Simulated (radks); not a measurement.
Values are calculated unless marked as measured or tabulated.
Question: Ti17+, configuration [He] 2s2 2p1. Code: a radial shooting solver on a logarithmic mesh with Libxc functionals. Model: scalar-relativistic Kohn-Sham, exchange-only LDA, spin-polarised, spherical densities, point nucleus; open shells are filled with parallel spins first. Some entries of the table are withheld. Estimate them.

orbital,occ.,eigenvalue (eV),<1/r> (bohr^-1),<r> (bohr)
1s up,1,(1),21.83,0.06936
1s down,1,(2),21.85,0.06929
2s up,1,-1228.790,5.062,0.2948
2s down,1,-1217.893,5.036,0.2959
2p up,1,-1171.535,4.971,0.2538
2p down,0,-1158.425,4.952,0.2551

Answer: 
(1) 1s up eigenvalue (eV): -5745.752
(2) 1s down eigenvalue (eV): -5739.554
